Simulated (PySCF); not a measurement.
## S⁺ (sulfur, charge +1) across methods

[Ne] 3s2 3p2 3d1, one real determinant (an excited configuration). Computed with PySCF 2.14 in aug-cc-pVQZ-DK, with scalar relativity by spin-free X2C-1e.

| method | E (hartree) | mean ε 3s β (eV) | mean ε 3p α (eV) | mean ε 3d α (eV) | Σ⟨r²⟩ (bohr²) | ⟨S²⟩ |
| --- | --- | --- | --- | --- | --- | --- |
| PBE | -398.1559 | -28.375 | -20.161 | -6.380 | 26.89 | 3.751 |
| UHF | -397.71788 | -32.835 | -26.218 | -8.260 | 28.05 | 3.753 |
| PBE0 | -398.1771 | -29.816 | -21.816 | -6.994 | 26.92 | 3.751 |

(1) Estimate the same row for LDA.

⟨L²⟩ = 7.65 against 12 for a pure F term, so this real determinant mixes terms. The outer electron is Rydberg-like, and this basis confines it to a smaller radius and binds it less than a complete one would.

## Answers

(1) E (hartree) = -396.9197; mean ε 3s β (eV) = -28.529; mean ε 3p α (eV) = -20.087; mean ε 3d α (eV) = -6.262; Σ⟨r²⟩ (bohr²) = 26.60; ⟨S²⟩ = 3.750.
